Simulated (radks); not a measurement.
Species: In40+. Configuration: [He] 2s2 2p5 (the NIST ground configuration).

Method: Dirac Kohn-Sham, PBEsol, spin-unpolarised, spherical densities, point nucleus; open shells fill j = l - 1/2 first; computed with a radial shooting solver on a logarithmic mesh with Libxc functionals.

Energy parts (eV):
| part | energy |
|---|---|
| total | -116683.129 |
| kinetic | 124064.981 |
| electron-nucleus | -250060.533 |
| Hartree | 11321.660 |
| exchange-correlation | -2009.236 |

Orbitals (lengths in bohr, moments of r in powers of bohr; <r^-3> diverges for s and p1/2; r(max) is where P^2 peaks; r(90%) holds 90 % of the orbital's charge):
orbital  occ.  eigenvalue (eV)  <r^-3>  r(90%)   r(max)  small-component weight
1s1/2       2        -30501.82       -  0.0533  0.01921                3.24e-02
2s1/2       2        -6680.646       -   0.192   0.1072                7.21e-03
2p1/2       2        -6456.569       -   0.171  0.08231                7.17e-03
2p3/2       3        -6231.879    4272   0.178  0.08657                6.89e-03
3s1/2       0        -2767.376       -   0.430   0.2836                2.88e-03
3p1/2       0        -2692.494       -   0.415   0.2658                2.84e-03
3p3/2       0        -2632.342    1169   0.424   0.2732                2.77e-03

The highest occupied level is 2p3/2 at -6231.9 eV. The density falls to 0.001 e/bohr^3 at r = 0.46 bohr. Summed over all electrons, <r^2> = 0.1099 bohr^2, which gives a Langevin (diamagnetic) susceptibility term of -0.0871 x 10^-6 cm^3/mol.
